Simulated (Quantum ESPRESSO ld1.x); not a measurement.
Question: Radial electron density D(r) = 4 pi r^2 rho(r) of an atom or ion with 42 electrons. Method: scalar-relativistic Kohn-Sham, LDA (Slater exchange, Perdew-Zunger correlation), spin-polarised, spherical densities, point nucleus; computed with ld1.x of Quantum ESPRESSO 7.5.

r (bohr)  D(r) (e/bohr)  spin D(r)
0.001348          1.542   0.000265
0.001569          2.019   0.000347
0.001812          2.598   0.000446
0.00211           3.380   0.000579
0.002436          4.320   0.000739
0.002836          5.570   0.000951
0.003276          7.050    0.00120
0.003783          8.871    0.00151
0.004404          11.22    0.00190
0.005086          13.91    0.00234
0.005921          17.28    0.00288
0.006838          21.00    0.00347
0.007961          25.45    0.00415
0.009194          30.10    0.00482
0.01062           35.04    0.00549
0.01236           40.33    0.00612
0.01428           45.09    0.00656
0.01662           49.44    0.00677
0.01919           52.52    0.00665
0.02234           54.27    0.00612
0.0258            54.33    0.00529
0.0298            52.94    0.00437
0.03469           50.41    0.00375
0.04007           47.90    0.00427
0.04664           46.37    0.00715
0.05387           47.05     0.0135
0.06271           50.57     0.0258
0.07243           56.10     0.0446
0.08364           62.24     0.0723
0.09737           66.89      0.114
0.1125            67.38      0.170
0.1309            62.89      0.250
0.1512            55.26      0.350
0.176             47.19      0.478
0.2033            43.07      0.604
0.2348            43.96      0.698
0.2733            48.50      0.713
0.3156            51.99      0.607
0.3674            50.44      0.377
0.4243            42.92      0.129
0.494             31.31    -0.0103
0.5705            21.12      0.118
0.6589            14.78      0.561
0.7671            12.53       1.29
0.8859            12.60       2.04
1.031             12.42       2.64
1.191             10.89       2.88
1.387             8.225       2.81
1.601             5.648       2.54
1.849             3.680       2.20
2.153             2.386       1.84
2.486             1.680       1.51
2.894             1.197       1.16
3.343            0.8348      0.827
3.892            0.5140      0.513
4.494            0.2822      0.282
5.19             0.1313      0.131
6.042           0.04754     0.0475
6.978           0.01451     0.0145
8.124          0.003170    0.00317
9.382         0.0005615   0.000561

What is the nuclear charge?

Answer: Z = 43. The innermost maximum, from 1s, lies near gamma/Z bohr with gamma = sqrt(1 - (Z/c)^2) = 0.949, here 0.0221 bohr (found: 0.0242), and its height grows with Z. The density is that of the technetium ion Tc+ in [Kr] 4d4 5s1 5p1; the configuration itself is not fixed sharply by these data, and Z only to a few units. D(r) has 4 maxima, at r = 0.0242, 0.106, 0.329, 0.937 bohr, and minima at 0.0482, 0.213, 0.805 bohr, inside which lie 2.02, 11.13, 29.35 electrons.
